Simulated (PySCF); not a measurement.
**Cu: excitation energy**

Cu [Ar] 3d10 4s1 (2S) → Cu [Ar] 3d10 4p1 (2P), as a difference of total energies. Calculation: PySCF 2.14, in aug-cc-pVDZ-PP with ECP10MDF; a scalar-relativistic core potential. Correlated levels: valence: 3s2 3p6 frozen. The calculations carry no spin-orbit coupling.

```
           method  excitation energy (eV)
              UHF                   3.203
    MP2 (valence)                   3.815
SCS-MP2 (valence)                   3.732
   CCSD (valence)                   3.671
CCSD(T) (valence)                   3.717
```

Problem. How much does correlation contribute at CCSD(T) (valence)?

Solution. 3.717 − (3.203) = 0.514 eV, measured against UHF.

Errors of the correlated levels include the incompleteness of this basis and the frozen core.

For comparison: 3.806 eV (measured; NIST levels, between the centres of gravity of the two terms).
